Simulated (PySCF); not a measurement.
Computed IR spectrum (relative IR intensity) of a molecule C₄H₉NSi. The structure is a stationary point at ωB97X-D3(BJ)/def2-SVP. One conformer was computed; it need not be the lowest. All values below come from ωB97X-D3(BJ)/def2-SVP run with PySCF. Frequencies are harmonic and unscaled.

Lines under 2 % of the strongest are left out, and lines within 2 cm⁻¹ are merged.

ν (cm⁻¹): 255 (w), 387 (w), 456 (vw), 576 (m), 721 (w), 747 (vw), 798 (s), 840 (m), 882 (w), 970 (vs), 984 (vw), 1048 (w), 1102 (w), 1126 (vw), 1133 (w), 1173 (m), 1215 (m), 1392 (m), 1409 (vw), 1431 (vw), 1474 (w), 1483 (w), 1841 (vs), 2261 (vs), 2267 (vs), 3036 (m), 3127 (m), 3142 (w) (against the strongest line: vs over 80 %, s over 45 %, m over 15 %, w over 4 %, vw less)

Q: Identify the compound among the candidates.
(A) CC#C[C@@H](N)[SiH3]
(B) CN=C1C[SiH2]C1
(C) C=C1C[SiH2][C@H]1N
(D) C#C[C@@](C)(N)[SiH3]

A: B, CN=C1C[SiH2]C1
